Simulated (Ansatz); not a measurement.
`C[SiH](O)F` → H–F + `C[Si]O`  (silylene formation by 1,1-elimination)

Calculated with Ansatz (gas phase, PBE0-D4/def2-TZVP geometries, no zero-point term in ΔE). CCSD(T)/CBS is the MP2 limit (def2-TZVPP, def2-QZVPP) plus CCSD(T) − MP2 in def2-TZVPP, frozen cores. This one scheme is used for every species. DFT in def2-TZVPP. B3LYP here is the variant with VWN-RPA as its local correlation; programs differ in this. HSE06 is defined as in plane-wave codes. One conformer a species, not always the lowest.

```tsv
level	ΔE (eV)	difference from CCSD(T)/CBS
LDA (SPW92)	3.63	0.09
PBE-D4	3.37	-0.17
revPBE-D4	3.29	-0.25
BLYP-D4	3.32	-0.22
r2SCAN-D4	3.74	0.20
B97M-V	3.63	0.09
B3LYP-D4	3.50	-0.04
r2SCANh-D4	3.76	0.22
r2SCAN0-D4	3.80	0.26
HSE06-D4	3.55	0.01
BHLYP-D4	3.73	0.19
CAM-B3LYP-D4	3.65	0.11
ωB97X-V	3.67	0.13
ωB97M-V	3.51	-0.03
B2PLYP	3.55	0.01
PBE-QIDH	3.70	0.16
PBE	3.33	-0.21
revPBE	3.19	-0.35
BLYP	3.24	-0.30
r2SCAN	3.73	0.19
PBE0	3.52	-0.02
B3LYP	3.44	-0.10
r2SCAN0	3.79	0.25
HSE06	3.52	-0.02
BHLYP	3.69	0.15
CAM-B3LYP	3.62	0.08
RPA@PBE/def2-TZVPP	3.35	-0.19
HF/def2-SVP	3.60	0.06
MP2/def2-SVP	3.56	0.02
CCSD/def2-SVP	3.39	-0.15
CCSD(T)/def2-SVP	3.37	-0.17
HF/def2-TZVPP	3.74	0.20
MP2/def2-TZVPP	3.65	0.11
SCS-MP2/def2-TZVPP	3.61	0.07
CCSD/def2-TZVPP	3.53	-0.01
CCSD(T)/def2-TZVPP	3.50	-0.04
HF/def2-QZVPP	3.76	0.22
MP2/def2-QZVPP	3.68	0.14
SCS-MP2/def2-QZVPP	3.65	0.11
CCSD/CBS(def2)	3.57	0.03
CCSD(T)/CBS	3.54	0
```

Largest T1 diagnostic among the species: 0.014.

Leaving LDA and LC-ωPBE aside and taking each functional with its dispersion term where it has one, the values spread over 0.50 eV, from revPBE-D4 to r2SCAN0-D4. LDA lies +0.30 eV from PBE without D4. From PBE to PBE0 (25 % exact exchange), in def2-TZVPP and without D4, ΔE moves by +0.19 eV. In def2-TZVPP, CCSD(T) changes the Hartree–Fock value by −0.24 eV (the triples alone add −0.03 eV) and MP2 by −0.09 eV.
